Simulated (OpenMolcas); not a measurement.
# Levels of Ga I by method

- Program: OpenMolcas
- Basis: ANO-RCC-VQZP [7s6p4d2f1g]
- Scalar Hamiltonian: DKH2, point nucleus
- Active space: 3 electrons in 9 orbitals (RAS2 4s 4p; RAS3 4d, at most 2 electrons)
- State averaging: 2S+1 = 4 odd, 1 root (0 in the spin-orbit step); 2S+1 = 2 odd, 3 roots; 2S+1 = 4 even, 3 roots; 2S+1 = 2 even, 5 roots
- Spin-orbit coupling: state interaction with AMFI integrals over the reference wave functions, term energies averaged over their components

Methods on the same reference wave functions:
A. RASSCF
B. SS-RASPT2, IPEA 0.25 Eh, imaginary shift 0.1 Eh (closed shells correlated: 3d)

Energies in cm-1 above 4s2 4p 2P* 1/2, the measured ground level; measured values from NIST Handbook of Basic Atomic Spectroscopic Data.

```tsv
Level	A	B	Measured
4s2 4p 2P* 1/2	0.0	0.0	0.0
4s2 4p 2P* 3/2	829	829	826
4s 4p2 4P 1/2	32477	37100	
4s 4p2 4P 3/2	32766	37390	
4s 4p2 4P 5/2	33243	37870
```

The lowest spin-free term lies below A's lowest term by 0.463 hartree in B.

Term energies are means over components that CASPT2 splits; among the terms shown or strongly mixed into the levels shown the widest spread is 11 cm-1 (4s2 4p 2P*, B). Some high roots are left out of the spin-orbit mixing, which shifts the levels that they would mix with. Active for correlation alone: 4d; no level in the range computed is led by a configuration that fills it, so any true level of that kind is missing. Without dynamic correlation excited terms often stand tens of per cent too high (terms of higher spin than the ground term too low), and those without a measured partner can miss by more than the paired ones (holds for A). Some terms mix strongly with configurations of 4d, whose occupation reaches 0.21 (4s 4p2 2D) (holds for A). Levels of configurations outside the active space are missing. Levels that lie high or do not pair safely by name in every column are left out.

* marks odd parity.
